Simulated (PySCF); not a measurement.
Kr+ (krypton, charge +1): UHF calculation

Configuration: [Ar] 3d10 4s2 4p5, 2P determinant. Calculation: PySCF 2.14, in jorge-DZP-DKH (8s6p2d1f, 43 functions); scalar relativity by spin-free X2C-1e.

```
Total energy                                                  : -2787.527286 hartree
One-electron energy                                           : -3860.6684 hartree
Hartree (Coulomb) energy                                      : 1168.3559 hartree
Exchange energy                                               : -95.2148 hartree
⟨S²⟩                                                          : 0.7507
⟨L²⟩                                                          : 2.003
Sum of ⟨r⟩                                                    : 23.59 bohr
Sum of ⟨r²⟩                                                   : 32.16 bohr²
Traceless quadrupole moment −½Σ⟨3z² − r²⟩ along its main axis : 1.65 e·bohr²
Langevin diamagnetic susceptibility                           : -25.5 ×10⁻⁶ cm³/mol
Time after the integrals                                      : 0.23 s of wall time on 1 thread of Neoverse-N1 (shared host)
```

| shell | electrons | mean orbital energy (hartree) | spread (hartree) | rms radius, mean of both spins (bohr) |
| --- | --- | --- | --- | --- |
| 1s α | 1 | -529.79894 | 0 | 0.0477 |
| 1s β | 1 | -529.79272 | 0 | 0.0477 |
| 2s α | 1 | -72.48415 | 0 | 0.198 |
| 2s β | 1 | -72.48096 | 0 | 0.198 |
| 2p α | 3 | -63.96978 | 0.00979 | 0.177 |
| 2p β | 3 | -63.96302 | 0.00507 | 0.177 |
| 3s α | 1 | -11.66764 | 0 | 0.565 |
| 3s β | 1 | -11.65654 | 0 | 0.565 |
| 3p α | 3 | -8.85645 | 0.02947 | 0.582 |
| 3p β | 3 | -8.84157 | 0.00410 | 0.582 |
| 3d α | 5 | -4.19072 | 0.02755 | 0.609 |
| 3d β | 5 | -4.18315 | 0.01510 | 0.609 |
| 4s α | 1 | -1.63363 | 0 | 1.67 |
| 4s β | 1 | -1.51342 | 0 | 1.67 |
| 4p α | 3 | -0.94037 | 0.06604 | 2.00 |
| 4p β | 2 | -0.88759 | 0 | 2.00 |

Densities and radii are taken from the X2C orbitals without a picture-change correction, which distorts them close to the nucleus.
